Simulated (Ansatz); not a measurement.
A set of 12 reactions (ligand exchange), with CCSD(T)/CBS values in kJ/mol:

| reaction | ΔE |
| --- | --- |
| `Cl[Si](Cl)(Cl)[SeH]` + `S[SiH2]Cl` → `Cl[SiH2]S[Si](Cl)(Cl)Cl` + H₂Se | -2.6 |
| `BC[SiH2]F` + `[NH2][AlH2]` → `BC[SiH2][NH][AlH2]` + H–F | 74.7 |
| `OB(F)[SiH2]S` + `[NH2][AlH2]` → `OB(F)[NH][AlH2]` + `[SiH3]S` | -118.3 |
| `B[SiH2][CH2][InH2]` + `CC[SeH]` → `B[Se]CC` + `[SiH3][CH2][InH2]` | -122.7 |
| `[OH][InH][B](Cl)Cl` + HBr → `[OH][InH][Br]` + `ClBCl` | -143.6 |
| `[CH3][Zn][O]C=N` + NH₃ → `[CH3][Zn][NH2]` + `N=CO` | 32.3 |
| `[CH3][InH][CH2]F` + H–F → `F[CH2][InH][F]` + CH₄ | -102.1 |
| `C[C@H](F)[Si@H](F)Cl` + CH₃SH → `CS[SiH](F)Cl` + `CCF` | -85.5 |
| `CC[SiH2]SC` + H₂Te → `CC[SiH2][TeH]` + CH₃SH | -6.6 |
| `C=C[Si](C)(N)O` + H–F → `C=C[Si](C)(O)F` + NH₃ | -97.0 |
| `[F][Sb]([F])[SiH3]` + H–F → `[F][Sb]([F])[F]` + SiH₄ | -76.8 |
| `N[SiH]([SiH3])S` + `O[Si]S` → `[SiH3]O[Si]S` + `N[SiH2]S` | -101.7 |

Program: Ansatz. Geometries: PBE0-D4/def2-TZVP. ΔE: electronic, gas phase. CBS: MP2 limit from def2 TZ/QZ plus the TZ coupled-cluster correction, frozen cores. This one scheme is used for every species. DFT in def2-TZVPP. B3LYP here is the variant with VWN-RPA as its local correlation; programs differ in this. Elements past krypton have def2 core potentials. For Br, In, Sb, Se, Te, Zn outer-core shells are correlated without core-valence functions, which leaves a few kJ/mol of doubt a bond. Scalar relativity is left out up to krypton. Each species was taken in one conformer, which may not be the lowest.

Give the mean, mean absolute and largest difference (level minus CCSD(T)/CBS, kJ/mol) for: PBE-D4, r2SCAN-D4, PBE0-D4, B3LYP-D4, ωB97X-V, ωB97M-V, PBE, B3LYP, HF/def2-TZVPP, MP2/def2-TZVPP, CCSD/def2-TZVPP, HF/def2-QZVPP, SCS-MP2/def2-QZVPP, HF/CBS(def2). (Best estimate.)

Computed: 
```tsv
level	mean	mean absolute	largest
PBE-D4	4.3	6.8	27.8
r2SCAN-D4	-1.3	4.5	-15.3
PBE0-D4	2.6	4.3	18.4
B3LYP-D4	-1.0	3.6	-13.7
ωB97X-V	-0.6	4.6	-10.3
ωB97M-V	-1.1	3.6	-6.6
PBE	3.8	7.5	25.8
B3LYP	-1.7	7.2	-18.5
HF/def2-TZVPP	-8.0	15.5	-37.0
MP2/def2-TZVPP	-2.4	4.3	-11.4
CCSD/def2-TZVPP	0.2	2.7	-5.9
HF/def2-QZVPP	-8.8	16.7	-37.0
SCS-MP2/def2-QZVPP	-3.8	4.5	-13.4
HF/CBS(def2)	-8.9	16.9	-37.1
```

The largest T1 diagnostic in the set is 0.016, for `[CH3][Zn][O]C=N` (customary mark 0.02).

CCSD(T)/CBS is a level of theory with its own doubt, and the functionals carry their triple-zeta basis error, so these figures describe this set and don't rank the functionals.
